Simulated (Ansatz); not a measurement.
System: sum formula BNH$_{3}$Br$_{2}$, charge 1, multiplicity 1. It need not be the lowest isomer of its formula. 
Structure (B3LYP-D3(BJ)/def2-TZVP (Ansatz, a quantum-chemistry and plane-wave program) minimum search):
```
N
H 1 1.0239
H 1 1.0259 2 108.13
H 1 1.0259 2 108.13 3 114.43
B 1 1.5691 2 112.60 3 -122.78
Br 5 1.8639 1 116.34 2 0.00
Br 5 1.8660 1 115.42 2 -180.00
```
Charge +1, spin multiplicity 1.

Total electronic energies in hartree. Correlated levels leave the core frozen unless marked. No spin-orbit coupling. Frozen are the shells of the preceding noble gas and the d and f shells that filled before the atom's block. No relativistic terms. CBS marks a two-point X^-3 extrapolation of the correlation energy; Hartree-Fock from the larger set (for Q and 5 zeta extrapolated as (X+1)exp(-9√X)).

```
level                                program  energy (Eh)
----------------------------  --------------  -----------
HF/CBS(cc-pVQZ,cc-pV5Z)               Ansatz   -5225.7003
BLYP-D4/def2-TZVPD            Ansatz + dftd4  -5229.61051
r2SCAN-D3(BJ)/def2-TZVPD      Ansatz + dftd3  -5229.50666
r2SCAN-D4/def2-TZVPD          Ansatz + dftd4  -5229.50622
PBE0-D4/def2-TZVPD            Ansatz + dftd4  -5228.89330
BHLYP/def2-TZVPD                      Ansatz   (withheld)
HSE06/def2-TZVPD                      Ansatz  -5228.89262
B2GP-PLYP-D4/def2-TZVPD       Ansatz + dftd4   (withheld)
RPA@PBE/cc-pVTZ                       Ansatz  -5226.67779
MP2/cc-pVDZ                           Ansatz  -5225.99628
MP2/CBS(cc-pVQZ,cc-pV5Z)              Ansatz   -5226.4351
SCS-MP2/cc-pV5Z                       Ansatz  -5226.41067
CCSD(T)/6-31G                         Ansatz  -5225.06951
CCSD(T)/cc-pVTZ                       Ansatz  -5226.38459
CCSD(T)/CBS(cc-pVQZ,cc-pV5Z)          Ansatz   -5226.4890
```

**Question.** What belongs in the gaps?

**Answer.** 
- BHLYP/def2-TZVPD, energy (Eh): -5229.51642
- B2GP-PLYP-D4/def2-TZVPD, energy (Eh): -5228.36774
